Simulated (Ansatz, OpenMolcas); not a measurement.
C2H6AlF (SMILES [CH3][Al]([CH3])[F]): the HOMO–LUMO gap, rung by rung

The species is C2H6AlF (10 atoms), meant as a singlet with charge 0. SMILES: `[CH3][Al]([CH3])[F]`. The coordinates come from a PBE0-D4/def2-TZVP relaxation.

Each level gives the HOMO–LUMO gap (eV). The values are calculated.

```tsv
level	kind	program	value (eV)
HF/def2-SVP	Hartree–Fock	OpenMolcas	13.70
BLYP/def2-SVP	GGA	Ansatz	5.51
revPBE/def2-SVP	GGA	Ansatz	5.64
M06-L/def2-SVP	meta-GGA	OpenMolcas	6.36
TPSS/def2-SVP	meta-GGA	OpenMolcas	5.85
r2SCAN/def2-SVP	meta-GGA	OpenMolcas	6.25
BHLYP/def2-SVP	global hybrid	Ansatz	9.69
r2SCAN0/def2-SVP	hybrid meta-GGA	Ansatz	8.13
```

The values span 5.51 to 13.70 eV. Orbital gaps aren't excitation energies; they tend to grow with the share of exact exchange.
